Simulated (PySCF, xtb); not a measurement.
Sn(Cl)2 anion (Cl2Sn), SMILES [Cl][Sn][Cl] (connectivity only; charge and spin as stated), charge -1, multiplicity 2.

Harmonic wavenumbers (cm⁻¹) from GFN2-xTB (xtb 6.7.1) at its own minimum, in rising order: 76, 225, 264.

**Question.** What does PBE0-D3(BJ)/def2-SVPD in PySCF give at its own minimum? (Estimate from the structure and the level; the computed values follow.)

**Answer.** 86, 250, 270. Paired by order, the mean absolute difference is 13 cm⁻¹ and the zero-point energies are 0.8 and 0.9 kcal/mol.
